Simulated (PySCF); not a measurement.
## Spin states of RbBe

Unrestricted PBE0; basis Rb def2-SVP with ECP28, Be def2-SVP; scalar-relativistic core potentials; PySCF 2.14. Outer shells of the fragments: Rb 5s1; Be 2s2.

Followed along the bond (rough minima from three points):

```json
{"2Ms+1": "2", "unpaired": "σ ↑", "⟨S²⟩ at the start": "0.77", "R at minimum (Å)": "3.60", "Te (eV)": "0.00"}
{"2Ms+1": "2", "unpaired": "π ↑", "⟨S²⟩ at the start": "0.76", "R at minimum (Å)": "3.10", "Te (eV)": "0.62"}
{"2Ms+1": "4", "unpaired": "σ ↑↑, π ↑", "⟨S²⟩ at the start": "3.75", "R at minimum (Å)": "3.48", "Te (eV)": "2.08"}
```

Solutions found at the starting distance of 3.020 Å, counted from the lowest of them; the search is not exhaustive and high or unbound solutions are not listed, so other states can lie among these:

```json
{"2Ms+1": "2", "unpaired": "σ ↑", "term": "²Σ⁺", "E (eV)": "0.00", "⟨S²⟩": "0.77", "⟨Lz²⟩": "0.00", "μ (D)": "-3.50"}
{"2Ms+1": "2", "unpaired": "π ↑", "term": "²Π", "E (eV)": "0.44", "⟨S²⟩": "0.76", "⟨Lz²⟩": "1.00", "μ (D)": "-9.04"}
{"2Ms+1": "4", "unpaired": "σ ↑↑, π ↑", "term": "⁴Π", "E (eV)": "2.00", "⟨S²⟩": "3.75", "⟨Lz²⟩": "1.00", "μ (D)": "-6.61"}
{"2Ms+1": "4", "unpaired": "σ ↑, π ↑↑", "term": "⁴Σ⁻", "E (eV)": "2.23", "⟨S²⟩": "3.75", "⟨Lz²⟩": "0.00", "μ (D)": "-10.26"}
{"2Ms+1": "2", "unpaired": "δ ↑", "term": "²Δ", "E (eV)": "2.53", "⟨S²⟩": "0.75", "⟨Lz²⟩": "4.00", "μ (D)": "1.49"}
{"2Ms+1": "4", "unpaired": "σ ↑↑↑", "term": "⁴Σ⁺", "E (eV)": "2.92", "⟨S²⟩": "3.75", "⟨Lz²⟩": "0.00", "μ (D)": "3.19"}
{"2Ms+1": "2", "unpaired": "σ ↑↑, π ↓", "term": "mixed", "E (eV)": "3.00", "⟨S²⟩": "1.75", "⟨Lz²⟩": "1.00", "μ (D)": "-7.36"}
{"2Ms+1": "2", "unpaired": "σ ↑, π ↑↓", "term": "mixed", "E (eV)": "3.16", "⟨S²⟩": "1.75", "⟨Lz²⟩": "2.00", "μ (D)": "-9.15"}
{"2Ms+1": "2", "unpaired": "σ ↑", "term": "mixed", "E (eV)": "3.61", "⟨S²⟩": "1.05", "⟨Lz²⟩": "2.00", "μ (D)": "-6.65"}
{"2Ms+1": "4", "unpaired": "σ ↑, π ↑↑", "term": "mixed", "E (eV)": "4.07", "⟨S²⟩": "3.75", "⟨Lz²⟩": "2.00", "μ (D)": "4.35"}
{"2Ms+1": "4", "unpaired": "σ ↑↑, δ ↑", "term": "⁴Δ", "E (eV)": "4.72", "⟨S²⟩": "3.75", "⟨Lz²⟩": "4.00", "μ (D)": "0.48"}
```

A term symbol is given only where ⟨S²⟩ and ⟨Lz²⟩ are close to those of a pure state; real π, δ and φ orbitals otherwise mix terms. A positive dipole means Rb(−)Be(+).

Compare the gap between the two lowest followed solutions at the starting distance with the gap between their minima.

At PBE0 the second solution (doublet, unpaired electrons π ↑) lies +0.44 eV from the first (doublet, unpaired electrons σ ↑) at 3.020 Å and +0.62 eV at the minima; the two curves relax by different amounts, since their minima lie near 3.10 and 3.60 Å.

Spin–orbit coupling is left out. Counting both spins, an empty level lies below a filled one in some of these solutions, because spin and occupation are held.
